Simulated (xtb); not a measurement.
xtb input (GFN1-xTB):

```bash
xtb mol.xyz --gfn 1 --sp --chrg 0 --uhf 0
```
mol.xyz:
```
17

C      2.30476126     0.03433154    -0.84965183
C      1.40146586    -0.66552249    -0.17033441
C      0.54277523    -0.12899810     0.94185083
B     -0.87273518     0.12812578     0.27839358
C     -1.82817139    -1.07501314    -0.03853954
C     -1.29206700     1.60008141    -0.06320442
H      2.52268847     1.06801022    -0.60554689
H      2.86524620    -0.40556154    -1.66433690
H      1.21638678    -1.69635346    -0.45911151
H      0.47221091    -0.87656307     1.73897652
H      0.98807789     0.77965366     1.35241255
H     -1.41289492    -2.06550665     0.15491690
H     -2.72781795    -0.96663764     0.58209907
H     -2.19020790    -1.03991763    -1.07081326
H     -2.17706813     1.69581946    -0.69445782
H     -0.46748585     2.15123730    -0.52567908
H     -1.49804315     2.12591533     0.87884879
```

Output:

```
           -------------------------------------------------
          |                Calculation Setup                |
           -------------------------------------------------

           -------------------------------------------------
          |                 G F N 1 - x T B                 |
           -------------------------------------------------

        Reference                      10.1021/acs.jctc.7b00118
      * Hamiltonian:
        H0-scaling (s, p, d)           1.850000    2.250000    2.000000
        zeta-weighting                 0.000000
      * Dispersion:
        s8                             2.400000
        a1                             0.630000
        a2                             5.000000
        s9                             0.000000
      * Repulsion:
        kExp                           1.500000
        rExp                           1.000000
      * Coulomb:
        alpha                          2.000000
        third order                    atomic
        anisotropic                    false
      * Halogen bond correction:
        rad-scale                      1.300000
        damping                        0.440000

          ...................................................
          :                      SETUP                      :
          :.................................................:
          :  # basis functions                  46          :
          :  # atomic orbitals                  46          :
          :  # shells                           34          :
          :  # electrons                        34          :
          :  # halogen bonds                     0          :
          :  max. iterations                   250          :
          :  Hamiltonian                  GFN1-xTB          :
          :  restarted?                      false          :
          :  GBSA solvation                  false          :
          :  PC potential                    false          :
          :  electronic temp.          300.0000000     K    :
          :  accuracy                    1.0000000          :
          :  -> integral cutoff          0.2500000E+02      :
          :  -> integral neglect         0.1000000E-07      :
          :  -> SCF convergence          0.1000000E-05 Eh   :
          :  -> wf. convergence          0.2000000E-04 e    :
          :  Broyden damping             0.4000000          :
          :  net charge                          0          :
          :  unpaired electrons                  0          :
          ...................................................

 iter      E             dE          RMSdq      gap      omega  full diag
   1    -18.1534720 -0.181535E+02  0.840E+00    4.59       0.0  T
   2    -18.1873159 -0.338439E-01  0.506E+00    4.40       1.0  T
   3    -18.1862490  0.106687E-02  0.782E-01    4.10       1.0  T
   4    -18.1911203 -0.487127E-02  0.168E-01    4.25       1.0  T
   5    -18.1913489 -0.228610E-03  0.421E-02    4.29       1.0  T
   6    -18.1913567 -0.777656E-05  0.213E-02    4.26       1.1  T
   7    -18.1913627 -0.603425E-05  0.351E-03    4.28       6.9  T
   8    -18.1913628 -0.920740E-07  0.627E-04    4.28      38.7  T
   9    -18.1913628 -0.400581E-08  0.237E-04    4.28     102.4  T
  10    -18.1913628 -0.432113E-09  0.623E-05    4.28     389.4  T
  11    -18.1913628 -0.344968E-10  0.519E-06    4.28    4668.8  T

   *** convergence criteria satisfied after 11 iterations ***

         #    Occupation            Energy/Eh            Energy/eV
      -------------------------------------------------------------
         1        2.0000           -0.6448848             -17.5482
       ...           ...                  ...                  ...
        11        2.0000           -0.5053283             -13.7507
        12        2.0000           -0.5045180             -13.7286
        13        2.0000           -0.4915540             -13.3759
        14        2.0000           -0.4759042             -12.9500
        15        2.0000           -0.4621740             -12.5764
        16        2.0000           -0.4510010             -12.2724
        17        2.0000           -0.4190746             -11.4036 (HOMO)
        18                         -0.2619563              -7.1282 (LUMO)
        19                         -0.2191324              -5.9629
        20                         -0.1292498              -3.5171
        21                         -0.1276097              -3.4724
        22                         -0.1032927              -2.8107
       ...                                ...                  ...
        46                          0.5789706              15.7546
      -------------------------------------------------------------
                  HL-Gap            0.1571183 Eh            4.2754 eV
             Fermi-level           -0.3405155 Eh           -9.2659 eV

 SCC (total)                   0 d,  0 h,  0 min,  0.020 sec
 SCC setup                      ...        0 min,  0.000 sec (  0.420%)
 Dispersion                     ...        0 min,  0.000 sec (  0.278%)
 classical contributions        ...        0 min,  0.000 sec (  0.095%)
 integral evaluation            ...        0 min,  0.003 sec ( 13.836%)
 iterations                     ...        0 min,  0.007 sec ( 34.815%)
 molecular gradient             ...        0 min,  0.010 sec ( 49.899%)
 printout                       ...        0 min,  0.000 sec (  0.611%)

         :::::::::::::::::::::::::::::::::::::::::::::::::::::
         ::                     SUMMARY                     ::
         :::::::::::::::::::::::::::::::::::::::::::::::::::::
         :: total energy             -17.909156200456 Eh    ::
         :: gradient norm              0.016238248774 Eh/a0 ::
         :: HOMO-LUMO gap              4.275406143907 eV    ::
         ::.................................................::
         :: SCC energy               -18.191362783341 Eh    ::
         :: -> electrostatic           0.002371756513 Eh    ::
         :: repulsion energy           0.288388521523 Eh    ::
         :: dispersion energy         -0.006181938637 Eh    ::
         :: halogen bond corr.         0.000000000000 Eh    ::
         :: add. restraining           0.000000000000 Eh    ::
         :: total charge               0.000000000000 e     ::
         :::::::::::::::::::::::::::::::::::::::::::::::::::::

           -------------------------------------------------
          |                Property Printout                |
           -------------------------------------------------

    * Orbital Energies and Occupations

         #    Occupation            Energy/Eh            Energy/eV
      -------------------------------------------------------------
         1        2.0000           -0.6448848             -17.5482
       ...           ...                  ...                  ...
         5        2.0000           -0.5846276             -15.9085
         6        2.0000           -0.5574084             -15.1679
         7        2.0000           -0.5486901             -14.9306
         8        2.0000           -0.5258534             -14.3092
         9        2.0000           -0.5246964             -14.2777
        10        2.0000           -0.5186065             -14.1120
        11        2.0000           -0.5053283             -13.7507
        12        2.0000           -0.5045180             -13.7286
        13        2.0000           -0.4915540             -13.3759
        14        2.0000           -0.4759042             -12.9500
        15        2.0000           -0.4621740             -12.5764
        16        2.0000           -0.4510010             -12.2724
        17        2.0000           -0.4190746             -11.4036 (HOMO)
        18                         -0.2619563              -7.1282 (LUMO)
        19                         -0.2191324              -5.9629
        20                         -0.1292498              -3.5171
        21                         -0.1276097              -3.4724
        22                         -0.1032927              -2.8107
        23                         -0.1012589              -2.7554
        24                         -0.0908178              -2.4713
        25                         -0.0618317              -1.6825
        26                         -0.0603748              -1.6429
        27                         -0.0535781              -1.4579
        28                         -0.0468993              -1.2762
       ...                                ...                  ...
        46                          0.5789706              15.7546
      -------------------------------------------------------------
                  HL-Gap            0.1571183 Eh            4.2754 eV
             Fermi-level           -0.3405155 Eh           -9.2659 eV

  Mulliken/CM5 charges         n(s)   n(p)   n(d)
     1C    -0.09892 -0.20080   1.043  3.056  0.000
     2C    -0.00236 -0.05905   1.067  2.935  0.000
     3C    -0.13805 -0.17928   1.042  3.096  0.000
     4B     0.22343 -0.03146   1.063  1.714  0.000
     5C    -0.19130 -0.27322   1.031  3.161  0.000
     6C    -0.19051 -0.27239   1.030  3.160  0.000
     7H     0.02705  0.08036   0.973  0.000  0.000
     8H     0.03035  0.08308   0.970  0.000  0.000
     9H     0.02161  0.07884   0.978  0.000  0.000
    10H     0.03759  0.09701   0.962  0.000  0.000
    11H     0.03115  0.09138   0.969  0.000  0.000
    12H     0.03359  0.08929   0.966  0.000  0.000
    13H     0.04736  0.10357   0.953  0.000  0.000
    14H     0.04400  0.09983   0.956  0.000  0.000
    15H     0.03373  0.08920   0.966  0.000  0.000
    16H     0.04405  0.10026   0.956  0.000  0.000
    17H     0.04722  0.10337   0.953  0.000  0.000

Wiberg/Mayer (AO) data.
largest (>0.10) Wiberg bond orders for each atom

 ---------------------------------------------------------------------------
     #   Z sym  total        # sym  WBO       # sym  WBO       # sym  WBO
 ---------------------------------------------------------------------------
     1   6 C    3.994 --     2 C    1.953     7 H    0.979     8 H    0.978
     2   6 C    3.992 --     1 C    1.953     3 C    1.002     9 H    0.973
     3   6 C    3.982 --     2 C    1.002    11 H    0.974     4 B    0.970
                            10 H    0.958
     4   5 B    3.234 --     5 C    1.028     6 C    1.027     3 C    0.970
     5   6 C    3.976 --     4 B    1.028    12 H    0.983    14 H    0.965
                            13 H    0.955
     6   6 C    3.977 --     4 B    1.027    15 H    0.982    16 H    0.967
                            17 H    0.955
     7   1 H    1.004 --     1 C    0.979
     8   1 H    1.006 --     1 C    0.978
     9   1 H    1.004 --     2 C    0.973
    10   1 H    1.007 --     3 C    0.958
    11   1 H    1.003 --     3 C    0.974
    12   1 H    1.002 --     5 C    0.983
    13   1 H    1.001 --     5 C    0.955
    14   1 H    1.002 --     5 C    0.965
    15   1 H    1.002 --     6 C    0.982
    16   1 H    1.002 --     6 C    0.967
    17   1 H    1.002 --     6 C    0.955
 ---------------------------------------------------------------------------

Topologies differ in total number of bonds
Writing topology from bond orders to xtbtopo.mol

 dipole moment from electron density (au)
     X       Y       Z
  -0.2449   0.0119   0.0911  total (Debye):    0.665

           -------------------------------------------------
          | TOTAL ENERGY              -17.909156200456 Eh   |
          | GRADIENT NORM               0.016238248774 Eh/α |
          | HOMO-LUMO GAP               4.275406143907 eV   |
           -------------------------------------------------

------------------------------------------------------------------------
------------------------------------------------------------------------
Note: The following floating-point exceptions are signalling: IEEE_DENORMAL
normal termination of xtb
 total:
 SCF:
```
